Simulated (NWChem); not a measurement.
Species: C$_{2}$H$_{7}$FSi; SMILES C[SiH](F)C

Computed with NWChem. Coordinates come from a PBE0/def2-SVP optimisation. B3LYP is NWChem's, with the RPA form of VWN correlation.

Question: What does the run give for B3LYP/def2-TZVP? Quantities: highest occupied level (eV); orbital gap (eV); dipole (D).

Answer: 
```json
{
  "highest occupied level (eV)": "-8.66",
  "orbital gap (eV)": "9.44",
  "dipole (D)": "1.93"
}
```
